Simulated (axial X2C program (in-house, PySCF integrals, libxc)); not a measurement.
# Which molecule has these constants?

Computed with an in-house all-electron X2C program for linear molecules (integrals from PySCF), spin-free (one-electron X2C) or two-component (2c: spin–orbit coupling with atomic mean-field Coulomb and Gaunt terms, which also bring small scalar terms), in Dyall basis sets with cores contracted in-house; open shells are unrestricted.

A two-component PBE0 calculation in a Dyall 3-zeta basis gave Re = 3.136 Å, ωe = 191.3 cm⁻¹, De = 0.64 eV, dipole magnitude 2.54 D, Ω = 1/2.

Question: Which molecule is it?
A. CaIn
B. CaAl
C. CaB

Answer: B. The others have CaIn 3.271 Å and 126.0 cm⁻¹ (Ω = 1/2); CaB 2.308 Å and 489.8 cm⁻¹ (Ω = 3/2).

Each entry is the lowest single determinant of a limited PBE0 search at one distance. De goes to single-determinant-based atoms at the same level (for ions the charge split of lowest energy) and is withheld (n/a) where an atom does not fit its ground term or J level. Main or longest-lived isotopes. One determinant is a doubtful description, or other states lie close, for CaAl, CaIn, CaB; these need not be ground states, and all values refer to the states named. With several unpaired electrons the Ω given is that of one determinant, not necessarily of the lowest component. Some light 2c atoms are not at their ground J level, so De misses part of their lowering (0.04 eV or less). The functionals have no current term, which raises determinants with orbital currents. Where the atoms have a lower orbital projection than the molecule, De at mean-field level may be about a tenth of an eV too small.
